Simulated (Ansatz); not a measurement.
Relaxation of a periodic cell of 12 atoms, N (contents 6 N2, density as packed 0.80 g/cm³ with natural masses), to a largest force component of 0.3 eV/Å in at most 15 steps.

Method: DFT LDA, scalar-relativistic, plane waves, PAW in Ansatz 0.2.0. Settings: cutoff 420 eV, k mesh 1x1x1, fermi-dirac smearing 0.02 eV, no spin polarisation.

```xyz
12
Lattice="7.0339 0.0000 0.0000 0.0000 7.0339 0.0000 0.0000 0.0000 7.0339" Properties=species:S:1:pos:R:3
N 2.215 -0.071 6.921
N 2.198 0.447 5.917
N 3.901 4.952 3.195
N 3.528 5.685 2.419
N 4.847 6.757 6.741
N 4.366 6.105 5.953
N 0.697 5.258 2.251
N -0.122 4.484 2.336
N 6.576 1.677 5.727
N 6.922 0.885 4.999
N 3.924 3.952 7.252
N 3.647 3.313 6.363
```

Where does it end, and by what steps?

The run converged. The threshold is loose, so the end isn't yet a minimum. The force dipped under the threshold on the way, but the program's further checks kept it going. Limits of this set-up: coarse k mesh. After 12 steps the energy has fallen by 1.148 eV; N9 moved furthest, 1.16 Å.

```tsv
step	energy less start (eV)	largest force component (eV/Å)	accepted
0	0.0000	4.266	yes
1	-0.8275	0.870	yes
2	-0.9586	0.792	yes
3	-1.0351	0.433	yes
4	-1.0330	2.251	no
5	-1.0655	0.292	yes
6	-1.0848	1.061	yes
7	-1.1147	0.363	yes
8	-1.0687	2.739	no
9	-1.1255	0.193	yes
10	-1.1304	0.670	yes
11	-1.1475	0.059	yes
12	-1.1476	0.060	yes
```

```xyz
12
Lattice="7.0339 0.0000 0.0000 0.0000 7.0339 0.0000 0.0000 0.0000 7.0339" Properties=species:S:1:pos:R:3
N 1.775 -0.525 6.894
N 2.024 0.183 6.099
N 3.803 5.286 3.266
N 3.725 6.069 2.507
N 5.714 6.419 6.971
N 4.935 6.099 6.274
N 0.631 4.920 2.507
N -0.335 4.552 2.152
N 6.483 2.552 4.967
N 6.609 1.498 4.707
N 3.540 3.608 7.201
N 3.796 2.784 6.530
```

Time of the run: 14 s on 1 thread of Arm Neoverse V1, on a shared host, peak memory 0.31 GiB.
